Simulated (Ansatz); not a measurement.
F2H2MoO2S, SMILES `[OH][Mo]([OH])([F])([F])=[S]`. Charge 0, multiplicity 1. Mo: def2 effective core potential.

Z-matrix (Å, degrees):
```
Mo
O 1 1.848
F 1 1.870 2 153.8
S 1 2.078 2 103.1 3 169.9
O 1 1.888 2 85.5 3 60.5
F 1 1.848 2 91.8 3 -80.1
H 2 0.963 1 124.9 3 -8.0
H 5 0.963 1 114.6 2 -166.6
```

**Question.** What are the harmonic wavenumbers in cm⁻¹ at PBE0-D4/def2-TZVP (Ansatz, finite differences of forces, unscaled)? (An estimate is asked.)

**Answer.** Computed: 119, 129, 207, 213, 251, 266, 346, 399, 461, 565, 601, 647, 687, 700, 760, 823, 3851, 3864.

**Question.** Is this a minimum?

**Answer.** Yes, all 18 modes are real.

**Question.** Give the ideal-gas thermochemistry at 298.15 K and 1 bar (rigid rotor, harmonic oscillator; point group C1, symmetry number 1).

**Answer.** Zero-point energy 89.1 kJ/mol; H(298) − E = 112.7 kJ/mol; entropy 371.5 J/(mol·K), of which translation 174.9, rotation 117.8, vibration 78.7; G(298) − E = 1.9 kJ/mol.

**Question.** And at 400, 500, 600, 800 and 1000 K?

**Answer.** 
```tsv
T (K)	H − E (kJ/mol)	S (J/mol/K)	G − E (kJ/mol)
400	126.0	409.9	-37.9
500	140.3	441.7	-80.6
600	155.3	469.0	-126.1
800	186.4	513.7	-224.6
1000	218.5	549.5	-331.0
```
